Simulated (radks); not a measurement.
Excited configurations of He+: one electron is placed in a higher orbital outside the bare nucleus. The ground configuration is 1s1. Method: scalar-relativistic Kohn-Sham, r2SCAN, spin-unpolarised, spherical densities, finite nucleus; meta-GGA in the generalised Kohn-Sham scheme; Gaussian nuclear charge, rms radius 1.6755 fm; without spin polarisation the odd electron is poorly described; computed with a radial shooting solver on a logarithmic mesh with Libxc functionals. Excitation = E - E(ground); binding = E(ion) - E, where the ion is the core of charge +2; n* = 2/sqrt(2 binding) in atomic units, and the quantum defect is n - n*.

outer orbital	excitation (eV)	binding (eV)	n*	quantum defect	<r> (bohr)
3p	45.574	5.850	3.050	-0.050	6.388
4p	48.047	3.377	4.015	-0.015	11.62
5f	49.263	2.161	5.018	-0.018	16.07

The Delta-SCF ionisation energy is 51.424 eV (NIST Atomic Spectra Database: 54.418 eV, theoretical). Self-interaction in the functional shifts the binding energies and quantum defects, so they are the method's values and not measured ones. Spin polarisation and multiplet splitting are left out, so open shells lie too high by an amount that depends on their filling.
